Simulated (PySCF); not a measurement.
CF₃, SMILES [C](F)(F)F (connectivity only; charge and spin as stated), charge +1, multiplicity 1. Heavy atoms are numbered as in [F:1][C:2]([F:3])[F:4].

Geometry optimised at B3LYP-D3(BJ)/def2-TZVP. The spin state was assumed, not searched. The isomer is the one that the SMILES or the coordinates give; other isomers of the formula were not compared.

Method: PySCF with KT2/pcSseg-2.

GIAO shieldings, no solvent; atoms alike by connectivity are averaged. δ = σ(ref) − σ: ¹⁹F against CFCl3 (σ = 125.1 ppm); ¹³C against TMS (σ = 184.2 ppm), references at their B3LYP-D3(BJ)/def2-TZVP geometries, non-relativistic.

Computed chemical shifts:
```csv
nucleus,atoms,count,δ (ppm)
¹⁹F,F1,3,9.1
¹³C,C2,1,161.6
```
